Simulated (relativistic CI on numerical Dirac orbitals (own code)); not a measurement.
One change at a time: Tl80+

Base calculation: Dirac-Coulomb-Breit CI, KLI orbitals optimised for each configuration, a model potential for QED.

Configuration list: 1s, 2s, 2p, 3s, 3p, 3d, 4s, 4p, 4d, 4f, 5s, 5p, 5d, 5f, 5g, 6s, 6p, 6d. Levels of other configurations are missing.

Variants: (1) QED terms removed; (2) non-relativistic limit. Shifts of the energy above 1s 2S_1/2, in eV, for the lowest level and the first level of each name with at least 55 % of one term (blank where a level changes its place among those of its configuration and J or its character, or is not in the variant):

| Level | Base | Δ(1) | Δ(2) |
| --- | --- | --- | --- |
| 1s 2S_1/2 | 0.0 | 0.0 | 0.0 |
| 2p 2P°_1/2 | 73264.2 | +165.1 | -6322.4 |
| 2s 2S_1/2 | 73300.5 | +138.3 | -6357.7 |
| 2p 2P°_3/2 | 75771.9 | +163.5 | -8830.1 |
| 3p 2P°_1/2 | 87624.9 | +168.5 | -8284.9 |
| 3s 2S_1/2 | 87635.6 | +160.5 | -8295.4 |
| 3d 2D_3/2 | 88370.6 | +169.7 | -9030.7 |
| 3p 2P°_3/2 | 88372.4 | +167.9 | -9032.4 |
| 3d 2D_5/2 | 88576.0 | +169.3 | -9236.0 |
| 4p 2P°_1/2 | 92541.7 | +169.2 | -8862.4 |
| 4s 2S_1/2 | 92546.1 | +165.9 | -8866.7 |
| 4d 2D_3/2 | 92853.4 | +169.6 | -9174.1 |
| 4p 2P°_3/2 | 92854.2 | +168.9 | -9174.8 |
| 4f 2F°_5/2 | 92940.5 | +169.7 | -9261.2 |
| 4d 2D_5/2 | 92940.7 | +169.5 | -9261.4 |
| 4f 2F°_7/2 | 92982.4 | +169.6 | -9303.1 |
| 5p 2P°_1/2 | 94772.1 | +169.4 | -9084.3 |
| 5s 2S_1/2 | 94774.3 | +167.8 | -9086.5 |
| 5d 2D_3/2 | 94930.3 | +169.7 | -9242.5 |
| 5p 2P°_3/2 | 94930.6 | +169.3 | -9242.8 |
| 5f 2F°_5/2 | 94974.9 | +169.7 | -9287.1 |
| 5d 2D_5/2 | 94975.0 | +169.6 | -9287.2 |
